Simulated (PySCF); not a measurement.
A structure optimised at PBE-D3(BJ)/def2-SVP, used in a PySCF frequency run:

```xyz
10

O      1.8348     0.2828     0.5457
Ge     0.5843    -0.7810    -0.1780
O     -0.8558     0.2120    -0.5920
Si    -1.7137     1.3093     0.3477
H      2.1599     0.9356    -0.1023
H      1.0268    -1.3944    -1.5290
H      0.2447    -1.7761     0.9532
H     -3.0866     1.4413    -0.2466
H     -1.0521     2.6624     0.3488
H     -1.8314     0.8321     1.7737
```
Charge 0, spin multiplicity 1.

Write its SMILES and formula.

[OH][GeH2][O][SiH3], GeH6O2Si

What are its rotational constants (standard atomic weights)?

7.7575, 1.8693, 1.6089 GHz
